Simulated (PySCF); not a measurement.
Isomers of C4H9FSi2, one GFN2-xTB conformer each. Single-point energies are computed at PBE0/pcSseg-1 (PySCF, gas phase, no added dispersion term), electronic only.

Question: Rank them by PBE0/pcSseg-1 energy, lowest first (kJ/mol).
A. `[F:1][C@H:2]1[CH2:3][SiH2:4][CH:5]=[CH:6][SiH2:7]1` with F1–C2–C3–Si4 -175°, C2–C3–Si4–C5 -46°, C3–Si4–C5–C6 14°, C5–C6–Si7–C2 14°
B. `[CH3:1][SiH2:2][C@H:3]([F:4])[C:5]#[C:6][SiH3:7]` with C1–Si2–C3–F4 180°
C. `[CH3:1][C:2]#[C:3][Si@H:4]([F:5])[CH2:6][SiH3:7]` with C3–Si4–C6–Si7 174°
D. `C=C1[C@@H]([SiH3])C[Si@H]1F`
E. `[F:1][CH2:2][C@@H:3]1[CH:4]=[CH:5][SiH2:6][SiH2:7]1` with F1–C2–C3–C4 70°

Answer: C (0.0), D (23.0), A (107.0), E (120.7), B (239.5).

As drawn, the lowest has an Si–F bond, which the highest lacks. GFN2-xTB itself gives, in the same order: 18.2, 0.0, 131.6, 131.7, 201.5. GFN2-xTB puts C=C1[C@@H]([SiH3])C[Si@H]1F lowest instead; measured from each level's own lowest isomer, the values differ by up to 38.0 kJ/mol (C[SiH2][C@H](F)C#C[SiH3]: 201.5 against 239.5).

Q: Which frontier levels, dipoles and rotational constants go with these structures?

A: 
| SMILES | HOMO (eV, PBE0/pcSseg-1) | LUMO (eV) | dipole (D) | A, B, C (MHz) |
| --- | --- | --- | --- | --- |
| CC#C[Si@H](F)C[SiH3] | -7.84 | -0.21 | 3.01 | 4121, 669.9, 604.7 |
| C=C1[C@@H]([SiH3])C[Si@H]1F | -7.41 | -0.95 | 1.86 | 2598, 1232, 1057 |
| F[C@H]1C[SiH2]C=C[SiH2]1 | -7.98 | -0.94 | 2.00 | 2395, 1574, 1002 |
| FC[C@@H]1C=C[SiH2][SiH2]1 | -7.68 | -0.33 | 1.80 | 2580, 1424, 1214 |
| C[SiH2][C@H](F)C#C[SiH3] | -7.59 | -0.53 | 2.37 | 2500, 787.3, 630.9 |

Q: As an exercise, what shares would exp(−E/RT) give at 2000 K from these electronic energies alone (no entropy, no degeneracies)?

A: RT = 16.629 kJ/mol: CC#C[Si@H](F)C[SiH3] 79.8 %, C=C1[C@@H]([SiH3])C[Si@H]1F 20.0 %, F[C@H]1C[SiH2]C=C[SiH2]1 0.1 %, FC[C@@H]1C=C[SiH2][SiH2]1 0.1 %, C[SiH2][C@H](F)C#C[SiH3] under 0.1 %.
